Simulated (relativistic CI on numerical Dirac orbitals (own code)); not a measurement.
**Ni3+ in a cubic cluster: L2,3 absorption with charge transfer**

Computed with a charge-transfer multiplet model of a cubic metal-ligand cluster with up to 3 ligand holes, Slater and spin-orbit integrals from Dirac-Coulomb-Breit ions, Slater integrals scaled by 0.8. The ground state mixes d7 with configurations of k ligand holes L, whose averages lie at kΔ + k(k − 1)U_dd/2; a core hole lowers each added d electron by U_cd. 300 K, Lorentzian 0.4 eV and Gaussian 0.3 eV FWHM.

Atomic integrals in eV (Slater integrals scaled, ζ unscaled), ground: F2dd 10.578, F4dd 6.603, zeta_d 0.089; with the core hole: F2dd 11.178, F4dd 6.982, zeta_d 0.114, zeta_core 11.406, F2cd 6.704, G1cd 5.115, G3cd 2.909.

Cluster parameters (eV): Δ = 1.5, U_dd = 7.2, U_cd = 8.5, 10Dq = 0.5, 10Dq(ligand) = 1.1, final-state hopping factor = 1.

Weights, n_d and S are thermal averages at 300 K. Photon energies count from the first peak over 30 % of the highest in each spectrum, which can be another peak from case to case. The parameters are a model scan and need not match a compound or its usual spin state. Peaks in eV (height, largest 100): 0.0 (41), 0.9 (100), 1.7 (95), 3.6 (12), 17.5 (7), 18.6 (39), 19.5 (15), 20.1 (9).

Q: Which parameters give this spectrum?
A. V(eg) = 1.65 eV, V(t2g) = -0.72 eV
B. V(eg) = 1.35 eV, V(t2g) = -0.59 eV
C. V(eg) = 2.85 eV, V(t2g) = -1.24 eV
D. V(eg) = 2.25 eV, V(t2g) = -0.98 eV
E. V(eg) = 1.95 eV, V(t2g) = -0.85 eV

A: C. V(eg) = 2.85 eV, V(t2g) = -1.24 eV; the ground state then has 7.66 d electrons and S = 0.73. The choice follows from running the model for each set and comparing peak positions and heights.
